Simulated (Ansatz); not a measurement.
Computed with Ansatz on PBE0-D4/def2-TZVP structures; ΔE is electronic, products minus reactants. CBS: MP2 limit from def2 TZ/QZ plus the TZ coupled-cluster correction, frozen cores. This one scheme is used for every species, atoms too. Functionals use def2-TZVPP. B3LYP here is the variant with VWN-RPA as its local correlation; programs differ in this. No spin–orbit coupling; open shells (•) take unrestricted orbitals. Spin–orbit coupling would lower the free atoms: a little for C, Cl, O. Elements past krypton have def2 core potentials. For Cd outer-core shells are correlated without core-valence functions, so the limit isn't a true one: a few kJ/mol of doubt a bond, and 10 to 20 or more in all where bonds break to atoms. One conformer a species, not always the lowest.

`C[O][Cd][Cl]` → C• + Cd (atom) + Cl• + 3 H• + O•  (atomization)

`C[O][Cd][Cl]`:

Cartesian coordinates in Å:
```
C 0.228 1.018 0.532
O 0.739 -0.275 0.355
Cd -0.173 -1.629 -0.732
Cl -1.102 -3.297 -1.950
H 0.137 1.581 -0.408
H -0.753 1.032 1.028
H 0.924 1.571 1.174
```

```csv
level,ΔE (kJ/mol),difference from CCSD(T)/CBS
PBE-D4,2185.2,42.7
revPBE-D4,2118.0,-24.5
r2SCAN-D4,2157.4,14.9
BHLYP-D4,2042.3,-100.2
PBE0,2127.1,-15.4
B3LYP,2092.2,-50.3
r2SCAN0,2104.8,-37.7
MP2/def2-SVP,2049.5,-93.0
SCS-MP2/def2-TZVPP,2093.3,-49.2
CCSD(T)/def2-TZVPP,2069.0,-73.5
CCSD(T)/CBS,2142.5,0
```

(1) What do rigid-rotor, harmonic-oscillator terms from PBE0-D4/def2-TZVP frequencies (298.15 K, 1 bar) make of the CCSD(T)/CBS value? (Best estimate.)

Largest T1 diagnostic among the species: 0.016.

Answers

(1) Computed: ΔZPE = -110.2 kJ/mol, ΔH = +2057.0 kJ/mol, ΔS = 658 J/(mol·K), ΔG = +1860.8 kJ/mol. Open shells count their whole term as degenerate.

Leaving LDA and LC-ωPBE aside and taking each functional with its dispersion term where it has one, the values spread over 142.9 kJ/mol, from BHLYP-D4 to PBE-D4. LDA lies +320.0 kJ/mol from PBE without D4, its usual overbinding. In def2-TZVPP, CCSD(T) changes the Hartree–Fock value by +571.0 kJ/mol (the triples alone add +38.1 kJ/mol) and MP2 by +619.2 kJ/mol; breaking electron pairs costs correlation energy, which Hartree–Fock lacks.

For atomizations the MP2-based limit and the directly extrapolated one differ by several kJ/mol either way, and by 10 to 25 for some Ge, Se and Sn compounds, so smaller differences from it don't rank the levels.
